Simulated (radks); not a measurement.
Question: Xe XI, configuration [Kr] 4d8. Calculated with a radial shooting solver on a logarithmic mesh with Libxc functionals: Dirac Kohn-Sham, PBE, spin-unpolarised, spherical densities, finite nucleus; open shells are shared between the two j in proportion to 2j + 1; Fermi nuclear charge, rms radius 4.7859 fm. Some entries of the table are withheld. Estimate them.

orbital  occ.  eigenvalue (hartree)  <r^2> (bohr^2)
1s1/2       2             -1268.596       0.0009638
2s1/2       2             -202.7810             (1)
2p1/2       2             -190.9172         0.01139
2p3/2       4             -178.9841         0.01267
3s1/2       2             -46.46563          0.1069
3p1/2       2             -41.53532          0.1017
3p3/2       4             -39.26242          0.1096
3d3/2       4             -30.59455             (2)
3d5/2       6             -30.11340             (3)
4s1/2       2             -13.24483          0.5583
4p1/2       2             -11.46816             (4)
4p3/2       4             -10.98891             (5)
4d3/2     3.2                   (6)             (7)
4d5/2     4.8                   (8)             (9)

Answer: 
(1) 2s1/2 <r^2> (bohr^2): 0.01543
(2) 3d3/2 <r^2> (bohr^2): 0.09150
(3) 3d5/2 <r^2> (bohr^2): 0.09377
(4) 4p1/2 <r^2> (bohr^2): 0.5998
(5) 4p3/2 <r^2> (bohr^2): 0.6404
(6) 4d3/2 eigenvalue (hartree): -8.06870
(7) 4d3/2 <r^2> (bohr^2): 0.7608
(8) 4d5/2 eigenvalue (hartree): -7.98494
(9) 4d5/2 <r^2> (bohr^2): 0.7755
